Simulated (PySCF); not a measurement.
Species: C4H6BN.
Bonds: B1–N2, N2–C3 (triple), C3–C4, C4–C5, C5–C6 (triple). Hydrogens: H7, H8, H9 on B1; H10, H11 on C4; H12 on C6.

Level: PBE0/pcSseg-1 and PBE0/def2-SVPD in PySCF, non-relativistic, on one gas-phase PBE0-D3(BJ)/def2-SVP geometry that isn't relaxed in the solvent. The solvent is an IEF-PCM continuum (van der Waals radii × 1.2). Specific hydrogen bonds and non-electrostatic terms are outside this model.

Gas phase at PBE0/pcSseg-1: HOMO -7.75 eV, LUMO -0.90 eV, dipole 7.05 D.

Task: What does the continuum do to the energy, the frontier levels and the dipole at PBE0/pcSseg-1 in acetone and dimethylsulfoxide?

Result: 
```tsv
solvent	ε	E(solvent) − E(gas) (kcal/mol)	polarisation term (kcal/mol)	distortion of the solute (kcal/mol)	HOMO (eV)	LUMO (eV)	dipole (D)
acetone	20.49	-11.23	-13.58	2.35	-8.22	-0.62	8.73
dimethylsulfoxide	46.83	-11.73	-14.28	2.55	-8.24	-0.61	8.80
```

Polarisation term: ½ Σ q·V over the induced surface charges. Distortion: the rise of the solute's own energy as its density leaves the gas-phase optimum. From acetone to dimethylsulfoxide the lowering changes by a factor 1.04, Onsager's factor (ε − 1)/(2ε + 1) by 1.04 and ε itself by 2.3.

Task: Which radius a makes the point-dipole formula ΔE = −[(ε − 1)/(2ε + 1)]·μ²/a³ give the value in dimethylsulfoxide, with the gas-phase dipole?

Result: μ = 2.772 au and |ΔE| = 0.01869 Eh give a = 3.09 Å; the farthest nucleus lies 4.17 Å from the centroid of the nuclei, so such a sphere wouldn't even hold the nuclei. The formula assumes a rigid point dipole at the centre of a sphere.

Task: Which Hirshfeld charges (PBE0/pcSseg-1) respond most in acetone (means over atoms taken as equivalent)?

Result: 
```
   atoms                 environment  gas (e)  solvent (e)  change
      C3        triply bonded carbon   +0.171       +0.209  +0.038
 H10/H11          methylene hydrogen   +0.092       +0.112  +0.020
H7/H8/H9                B–H hydrogen   -0.086       -0.104  -0.018
      N2  nitrogen bonded to B and C   +0.011       -0.006  -0.017
      B1       four-coordinate boron   -0.093       -0.106  -0.013
      C6      terminal alkyne carbon   -0.081       -0.094  -0.013
      C4          propargylic carbon   -0.005       +0.007  +0.012
     H12             alkyne hydrogen   +0.110       +0.118  +0.008
      C5               alkyne carbon   -0.039       -0.041  -0.002
```

Gas phase at PBE0/def2-SVPD: HOMO -7.73 eV, LUMO -0.92 eV, dipole 6.96 D.

Task: What does the continuum do to the energy, the frontier levels and the dipole at PBE0/def2-SVPD in acetone and dimethylsulfoxide?

Result: 
```json
{"solvent": "acetone", "ε": "20.49", "E(solvent) − E(gas) (kcal/mol)": "-11.05", "polarisation term (kcal/mol)": "-13.51", "distortion of the solute (kcal/mol)": "2.46", "HOMO (eV)": "-8.20", "LUMO (eV)": "-0.64", "dipole (D)": "8.74"}
{"solvent": "dimethylsulfoxide", "ε": "46.83", "E(solvent) − E(gas) (kcal/mol)": "-11.54", "polarisation term (kcal/mol)": "-14.23", "distortion of the solute (kcal/mol)": "2.69", "HOMO (eV)": "-8.22", "LUMO (eV)": "-0.63", "dipole (D)": "8.81"}
```

The atom shares or the degeneracy of the HOMO differ from the gas phase in dimethylsulfoxide, so that column needn't follow one orbital.

Task: How does the static polarisability (PBE0/def2-SVPD, frozen core, with the continuum's full static response) change?

Result: 
| medium | isotropic (au) | principal values (au) | ⟨r²⟩ of the electrons (bohr²) |
| --- | --- | --- | --- |
| gas | 75.9 | 52.5, 66.4, 108.9 | 839.4 |
| acetone | 95.0 | 69.4, 87.2, 128.3 | 842.7 |
| dimethylsulfoxide | 96.0 | 70.5, 88.4, 129.1 | 842.8 |

The isotropic value in dimethylsulfoxide is 1.26 times the gas-phase one; no cavity-field correction is applied. ⟨r²⟩ is taken about the centre of nuclear charge.

Time: 9.9 s; peak memory 0.74 GiB. Hardware: one thread, AMD EPYC 7R43 (x86_64), shared host with 256 logical CPUs at a one-minute load of 158. This is the whole shielding run at PBE0/pcSseg-1 in dimethylsulfoxide, SCF included.
